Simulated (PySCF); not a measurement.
What does the PBE0-D3(BJ)/def2-SVP structure of InChI=1S/C2H8P2Se/c1-4(5)2-3/h4H,2-3H2,1H3 look like in three dimensions?

Z-matrix in Å and degrees, rows numbered from 1:
```
C 
P   1  1.8221
Se  2  2.0938  1  114.98
C   2  1.8312  1  105.36  3  -128.50
P   4  1.8639  2  115.99  1  -173.58
H   1  1.0988  2  108.14  3    58.48
H   1  1.1006  2  111.24  3   179.67
H   1  1.0987  2  108.60  3   -59.08
H   2  1.4254  1  102.40  3   126.08
H   4  1.1028  2  109.28  1   -49.90
H   4  1.1024  2  106.89  1    66.34
H   5  1.4292  4   95.66  2   -44.73
H   5  1.4310  4   96.66  2    49.46
```

The C–P distances run from 1.822 Å (C1–P2, drawn single) to 1.864 Å (C4–P5, drawn single), a spread of 0.042 Å. P2 (phosphorus bonded to 2 C, Se and H) is distorted tetrahedral (angles from 101.2° to 115.6°). Of the pairs four or more bonds apart, Se3···H12 is among the closest relative to their van der Waals radii: 3.04 Å, 98 % of the sum of Bondi's values. P5 (phosphine phosphorus) is pyramidal (angles 96.7°, 95.7° and 93.5°, sum 285.8°, 0.81 Å off the plane of its three neighbours).

Theory: PySCF 2.14.0, PBE0-D3(BJ)/def2-SVP geometry optimisation, gas phase.

Point group: C1 (no symmetry element, even within 0.4 Å). No frequency check. One conformer, not necessarily the lowest (C1–P2–C4–P5 -174°, P2–C4–P5–H -45° and 49°).
